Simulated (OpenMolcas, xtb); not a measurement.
## CH3BFNO (SMILES NC1(F)BO1): methods side by side

CH3BFNO has 8 atoms, charge 0, and is taken as a singlet. SMILES: `NC1(F)BO1`. Geometry: relaxed at PBE0-D4/def2-TZVP. This is one conformer, not always the lowest.

Each level gives the HOMO–LUMO gap (eV). The values are calculated.

| level | kind | program | value (eV) | CPU time |
| --- | --- | --- | --- | --- |
| GFN0-xTB | semi-empirical | xtb | 4.66 | under 2 s |
| HF/6-31G* (spherical functions) | Hartree–Fock | OpenMolcas | 15.13 | 11 s |
| SVWN5/6-31G* (spherical functions) | LDA | OpenMolcas | 4.76 | 27 s |
| BLYP/6-31G* (spherical functions) | GGA | OpenMolcas | 4.89 | 33 s |
| TPSS/6-31G* (spherical functions) | meta-GGA | OpenMolcas | 5.17 | 40 s |
| BHLYP/6-31G* (spherical functions) | global hybrid | OpenMolcas | 10.14 | 28 s |
| B3LYP/6-31G* (Cartesian functions) | global hybrid | OpenMolcas | 7.03 | 32 s |
| B2PLYP/6-31G* (spherical functions) | double hybrid | OpenMolcas | 10.44 | 20 s |

The values span 4.66 to 15.13 eV. Orbital gaps aren't excitation energies, and those of double hybrids come from the SCF part alone; they tend to grow with the share of exact exchange. CPU times are rough (shared hosts, several kinds of processor and program).
